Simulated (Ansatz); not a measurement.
The same path of CH4BF + CH4O (13 atoms, charge 0, multiplicity 1) was run twice with different band settings. Lost on the way: B1–C2, O8–H13. Made: B1–O8, C2–H13.

Theory: RHF/6-31G* in Ansatz 0.2.0.

Relaxed end points:

```xyz
13
Properties=species:S:1:pos:R:3
B -0.210 0.060 0.419
C 0.165 0.460 1.900
H -0.612 0.202 2.616
H 1.100 0.011 2.220
H 0.297 1.541 1.953
H 0.593 0.020 -0.461
F -1.495 0.100 0.045
O -0.181 -2.158 0.687
C -0.648 -2.879 -0.433
H -0.584 -3.947 -0.255
H -1.668 -2.606 -0.677
H -0.006 -2.620 -1.261
H -0.713 -2.363 1.444
```

```xyz
13
Properties=species:S:1:pos:R:3
B 0.336 -0.764 -1.063
C -0.117 0.109 2.919
H -0.916 -0.090 3.624
H 0.478 0.942 3.274
H -0.541 0.354 1.951
H 1.351 -0.236 -1.363
F -0.731 -0.018 -0.808
O 0.263 -2.091 -0.978
C -0.923 -2.764 -0.616
H -0.702 -3.821 -0.603
H -1.260 -2.455 0.366
H -1.710 -2.572 -1.335
H 0.512 -0.771 2.831
```

Common settings: movable images 7; climbing image yes; spring 5.0 eV/Å²; optimiser quadratic models (default); start path through a guess of the saddle point; iteration limit 60; end points relaxed.

| run | force threshold |
| --- | --- |
| 1 | 0.05 eV/Å |
| 2 | 0.2 eV/Å |

(1) What does each run give, and how far can it be trusted?

## Answers

(1) Run 1: converged after 23 iterations, highest image 2.020 eV above the first end. Neighbouring images differ by up to 3.1 eV, so the band resolves the path poorly. A vibrational analysis at the climbing image gives one clearly imaginary mode, 2027i cm⁻¹: a first-order saddle point.
Run 2: converged after 17 iterations, highest image 2.043 eV above the first end. The threshold of 0.2 eV/Å is loose, so the images may lie well off the minimum-energy path. Neighbouring images differ by up to 3.1 eV, so the band resolves the path poorly. The order of the stationary point at the top wasn't checked.
The orbitals stay closed-shell, which can raise the energy where a bond breaks towards radicals; this wasn't checked here.
